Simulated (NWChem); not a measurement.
System: CH$_{6}$GeS; SMILES C[S][GeH3]

Give the equilibrium geometry at PBE0/def2-SVP (NWChem) as a list of bonds and angles, with the point group.

point group Cs; any orientation.
Bonds (Å): Ge1–S2 2.222, Ge1–H4 1.535, Ge1–H5 1.542, Ge1–H6 1.542, S2–C3 1.820, C3–H7 1.100, C3–H8 1.099, C3–H9 1.100. Angles (°): S2–Ge1–H4 105.9, S2–Ge1–H5 110.3, S2–Ge1–H6 110.3, H4–Ge1–H5 110.6, H4–Ge1–H6 110.6, H5–Ge1–H6 109.0, Ge1–S2–C3 100.0, S2–C3–H7 111.7, S2–C3–H8 106.5, S2–C3–H9 111.7, H7–C3–H8 108.5, H7–C3–H9 109.7, H8–C3–H9 108.5.
